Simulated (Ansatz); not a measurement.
`C[O][Sn][S]C` and `C[S][Sn][SH]` differ in one atom or group.

Ansatz, PBE0-D4/def2-TZVP geometries, multiplicity 1. Each molecule was computed in one conformer, which needn't be the lowest.

Elements past krypton have def2 core potentials.

```
                                          property  `C[O][Sn][S]C`
           HOMO–LUMO gap (ωB97M-V/def2-TZVPP) / eV            8.27
              HOMO–LUMO gap (PBE0/def2-TZVPP) / eV            4.53
               HOMO energy (B3LYP/def2-TZVPP) / eV           -6.53
               LUMO energy (B3LYP/def2-TZVPP) / eV           -2.42
             HOMO energy (ωB97M-V/def2-TZVPP) / eV           -8.79
size of the dipole moment (ωB97M-V/def2-TZVPP) / D            0.54
```

Task: Give the same properties after the change, and the shifts. (Estimate.)

Result: Ansatz gave: 
```csv
property,`C[S][Sn][SH]`,shift
HOMO–LUMO gap (ωB97M-V/def2-TZVPP) / eV,8.33,0.06
HOMO–LUMO gap (PBE0/def2-TZVPP) / eV,4.65,0.12
HOMO energy (B3LYP/def2-TZVPP) / eV,-6.74,-0.21
LUMO energy (B3LYP/def2-TZVPP) / eV,-2.49,-0.07
HOMO energy (ωB97M-V/def2-TZVPP) / eV,-8.96,-0.17
size of the dipole moment (ωB97M-V/def2-TZVPP) / D,1.16,0.62
```

With PBE0 the HOMO falls by 0.22 eV and the LUMO falls by 0.10 eV, so the gap widens by about 0.12 eV. PBE moves the HOMO by -0.24 eV and ωB97M-V by -0.17 eV. Dipoles are sizes alone; their direction can turn.

B3LYP here is the variant with VWN-RPA as its local correlation; programs differ in this.
